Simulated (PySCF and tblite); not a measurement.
Results of a calculation; reference values are marked as such.
C4H5BrO2, numbered as in [CH2:1]=[C:2]([Br:3])[C:4](=[O:5])[O:6][CH3:7]. Conformers came from 90 starts (ETKDG and KDG, MMFF94s, GFN2-xTB); geometries are GFN2-xTB. Energies: B3LYP-D3(BJ)/def2-SVP (IEF-PCM, cyclohexane), with GFN2-xTB thermal terms (modes under about 100 cm⁻¹ blended into free rotors). Symmetry numbers and mirror images are counted. Conformers within 2.5 kcal/mol (GFN2-xTB free energy) were kept, 10 at most. GIAO shieldings: B97-2/pcSseg-1 (IEF-PCM, cyclohexane). Shifts are against TMS (¹H), TMS (¹³C) at the same level. Programs: PySCF with density fitting and tblite.

Torsions listed: Br3–C2–C4–O6, O5–C4–O6–C7.

| conformer | shape | point group | mirror pair | ΔE(DFT) | Δ(G−E) at 100 K | δ C2 (ppm) |
| --- | --- | --- | --- | --- | --- | --- |
| 1 | 0°, 0° | Cs | no | 0.00 | 0.00 | 140.0 |
| 2 | 180°, 0° | Cs | no | 0.08 | -0.01 | 144.0 |

Energies in kcal/mol; the thermal term leaves out symmetry numbers and mirror images.

Task: Work out the weights at 100 K and the ¹³C shift of C2 under fast exchange.

Result: RT = 0.199 kcal/mol. Each conformer gets RT ln(σ/g), with σ the rotational symmetry number and g = 2 for a mirror pair: 1: σ = 1, g = 1, G = 0.00 + 0.00 + 0.00 = 0.00, 0.00 above the lowest, exp(−ΔG/RT) = 1.000; 2: σ = 1, g = 1, G = 0.08 − 0.01 + 0.00 = 0.06, 0.06 above the lowest, exp(−ΔG/RT) = 0.729. The sum is 1.729, so the weights are 57.8, 42.2 %. The averaged shift is 141.7 ppm. At 298.15 K it is 141.9 ppm. At 298.15 K the leading conformer alone gives 140.0 ppm and bare DFT energies give 141.9 ppm.

The minima are those of GFN2-xTB; planar forms about aryl–S or allylic bonds may be saddles in DFT. Spin–orbit effects of the heavy atoms on shieldings are missing.


Conformer gaps in def2-SVP on xTB geometries can be 2 kcal/mol too large for S=O, P=O and other polar bonds.